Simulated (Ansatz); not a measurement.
Si4⁺, relaxed as a doublet with UKS r2SCAN-D4/def2-TZVP in Ansatz, starting from the GFN2-xTB geometry. Force threshold 0.02 eV/Å.

The relaxation made no stability test and no search for a lower SCF solution. The structure comes from a short search, and lower isomers may exist.

Start:

```xyz
4

Si   -1.117   -0.327   -0.396
Si   -0.832    0.948    1.556
Si    1.120    0.327    0.397
Si    0.829   -0.948   -1.558
```

**Question.** Estimate the energy that the relaxation releases and the steps that it takes.

**Answer.** 6.1 kcal/mol, in 3 steps; 14 s on 4 threads of Arm Neoverse N1 on a shared host. No frequencies were taken in this run, so the end may be a saddle point.

**Question.** Does the start keep its bonding and symmetry?

**Answer.** By distances, no bond broke or formed. The bond that changes most is Si1–Si3, from 2.46 to 2.64 Å (atoms count from 1). Point group D2h at the start, D2h at the end, both within 0.05 Å.

**Question.** Predict the relaxed structure.

**Answer.** 
```csv
atom,x (Å),y (Å),z (Å)
Si1,-1.200,-0.352,-0.426
Si2,-0.773,0.882,1.448
Si3,1.201,0.351,0.426
Si4,0.772,-0.882,-1.449
```
Bond lengths: 5 × Si–Si 2.28 to 2.64 Å.
